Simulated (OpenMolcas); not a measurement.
# neutral tin: the spin-orbit constant, Slater's ratio, worked from levels

```json
{
 "Program": "OpenMolcas",
 "Basis": "ANO-RCC-VTZP [7s6p4d2f1g]",
 "Scalar Hamiltonian": "DKH2, point nucleus",
 "Active space": "4 electrons in 4 orbitals (5s 5p)",
 "State averaging": "2S+1 = 3 even, 3 roots; 2S+1 = 1 even, 6 roots; 2S+1 = 5 odd, 1 root; 2S+1 = 3 odd, 5 roots",
 "Spin-orbit coupling": "state interaction with AMFI integrals over the reference wave functions, term energies averaged over their components"
}
```

Methods: CASSCF; SS-CASPT2, IPEA 0.25 Eh, imaginary shift 0.1 Eh (closed shells correlated: 4d). Measured levels: NIST Handbook of Basic Atomic Spectroscopic Data.

**The spin-orbit constant.** For the Hund term 3P of p2, E(J) = (A/2) J(J+1) + constant and ζ = 2S·A = 2A. From J = 0 to J = 2 the energy changes by 3 A.

| Source | E(2) - E(0) | A | ζ |
| --- | --- | --- | --- |
| CASSCF | 3141.2 | 1047.1 | 2094 |
| SS-CASPT2 | 3030.5 | 1010.2 | 2020 |
| measured | 3427.7 | 1142.6 | 2285 |

All in cm-1. SS-CASPT2 is off by -11.6 % and CASSCF by -8.4 %. Both methods take the spin-orbit matrix elements from the reference wave functions, so the second can move ζ only through the term energies and any multistate remixing. Second-order mixing with other terms is absorbed into this ζ.

**Slater's ratio.** With one set of orbitals, p2 has 1D - 3P = 6 F2 and 1S - 1D = 9 F2 (F2 = F²/25), a ratio of 3/2. Term energies are centres of gravity, weighted by 2J + 1.

```csv
Source,1D - 3P,1S - 3P,F2 from the first,Ratio
CASSCF,8197,15197,1366,0.854
SS-CASPT2,6322,15531,1054,1.457
measured,6145,14694,1024,1.391
```

Energies in cm-1. A ratio away from 3/2 shows effects beyond one configuration with one set of orbitals, and in heavier atoms second-order spin-orbit shifts. In CASSCF the valence s occupation is 1.91 in 1S against 1.98 in 1D: mixing out of s² acts most on 1S and pulls it down.

Term energies are means over components that CASPT2 splits; among the terms shown or strongly mixed into the levels shown the widest spread is 260 cm-1 (5s2 5p2 1D, SS-CASPT2). Over all roots computed the reference weight is 0.86 to 0.93 in SS-CASPT2; the roots of lowest weight are the least certain, and an intruder state may touch them. Computed and measured levels are paired by configuration, term and J; levels that our copy of the source lacks, or whose pairing is in doubt (as where it misses far off the trend of its configuration), stay unpaired and out of the deviations. Levels of configurations outside the active space are missing.
